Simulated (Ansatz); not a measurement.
Reaction (formal exchange of groups at the Si–C bond): `OCCC[SiH3]` + `OC#CCO` → `OC#CC[SiH3]` + `OCCCO`

Isolated molecules relaxed with PBE0-D4/def2-TZVP in Ansatz; ΔE leaves out vibrations. CBS: MP2 limit from def2 TZ/QZ plus the TZ coupled-cluster correction, frozen cores. Functionals use def2-TZVPP. One conformer a species, not always the lowest.

`OCCC[SiH3]`:

```xyz
15

O     2.090    0.475   -0.134
C     1.317   -0.429    0.630
C     0.299   -1.075   -0.282
C    -0.635   -0.077   -0.962
Si   -1.694    0.963    0.189
H     2.687    0.944    0.452
H     0.806    0.096    1.450
H     1.951   -1.205    1.079
H    -0.277   -1.793    0.311
H     0.836   -1.653   -1.042
H    -0.053    0.604   -1.590
H    -1.318   -0.609   -1.633
H    -0.889    1.933    0.981
H    -2.692    1.735   -0.600
H    -2.428    0.091    1.151
```

`OC#CCO`:

```xyz
9

O    -0.800    2.624    0.105
C    -0.476    1.372   -0.052
C    -0.233    0.201   -0.158
C     0.071   -1.220   -0.243
O     1.140   -1.631    0.586
H    -0.214    3.187   -0.416
H     0.366   -1.479   -1.263
H    -0.841   -1.791   -0.019
H     0.988   -1.264    1.461
```

`OC#CC[SiH3]`:

Cartesian coordinates in Å:
```
O -0.248 -3.185 -0.341
C 0.131 -1.935 -0.340
C 0.424 -0.771 -0.310
C 0.720 0.646 -0.246
Si -0.711 1.579 0.562
H 0.434 -3.736 -0.744
H 1.628 0.838 0.336
H 0.885 1.065 -1.244
H -1.951 1.388 -0.232
H -0.926 1.078 1.943
H -0.387 3.032 0.616
```

`OCCCO`:

```xyz
13

O     0.367    1.083   -1.722
C     0.526   -0.249   -1.273
C    -0.261   -0.555   -0.013
C     0.182    0.273    1.179
O    -0.529   -0.041    2.359
H    -0.548    1.204   -1.988
H     0.258   -0.962   -2.064
H     1.596   -0.368   -1.084
H    -0.154   -1.617    0.231
H    -1.330   -0.386   -0.204
H     0.109    1.342    0.942
H     1.232    0.064    1.401
H    -1.448    0.211    2.235
```

```csv
level,ΔE (kcal/mol)
r2SCAN-D4,-2.1
ωB97M-V,-2.2
PBE,-2.4
HF/def2-TZVPP,-3.7
```

What does CCSD(T)/CBS give? (An estimate is asked.)

Ansatz gave: -2.4 kcal/mol. The listed levels differ from it by 0.3, 0.2, 0.0, -1.3 kcal/mol.

Largest T1 diagnostic among the species: 0.012.

In def2-TZVPP, CCSD(T) changes the Hartree–Fock value by +1.3 kcal/mol (the triples alone add +0.2 kcal/mol) and MP2 by +1.3 kcal/mol. The D4 term adds +0.9 kcal/mol with B3LYP and +0.5 kcal/mol with PBE0; it sums over pairs of atoms, weighted by their polarisabilities, and B3LYP, whose exchange is more repulsive, gets the larger term.

B3LYP here is the variant with VWN-RPA as its local correlation; programs differ in this.
